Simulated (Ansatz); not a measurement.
Basis sets compared for SbI3. Charge 0, multiplicity 1. Geometry PBE-D4/def2-SVP. Ansatz on 4 threads of Intel Xeon on a shared host; times are rough, and most runs start from earlier orbitals.

```xyz
4

Sb   -0.9463   -0.0325   -0.0896
I     0.4461    1.5264   -1.8998
I     0.4308   -2.4203   -0.3073
I     0.0695    0.9264    2.2967
```

In the def2 sets I, Sb take a core potential; there is no spin–orbit coupling.

Binding counts from free atoms (Sb quartet, I doublet) in the same basis, without a counterpoise term.

```
           level  functions  energy (Eh)  HOMO (eV)  LUMO (eV)  binding per atom (eV)  wall time
 PBE-D4/def2-SVP        104   -1133.4513      -6.46      -3.61                   1.92      0.7 s
PBE0-D4/def2-SVP        104   -1133.5317      -7.53      -3.05                   1.77      1.4 s
```

Problem. Estimate the rows for PBE-D4/def2-TZVP, PBE0-D4/def2-TZVP.

Solution. 
```json
{"level": "PBE-D4/def2-TZVP", "functions": "200", "energy (Eh)": "-1133.4919", "HOMO (eV)": "-6.53", "LUMO (eV)": "-3.61", "binding per atom (eV)": "1.96", "wall time": "1.4 s"}
{"level": "PBE0-D4/def2-TZVP", "functions": "200", "energy (Eh)": "-1133.5709", "HOMO (eV)": "-7.53", "LUMO (eV)": "-2.98", "binding per atom (eV)": "1.83", "wall time": "2.8 s"}
```
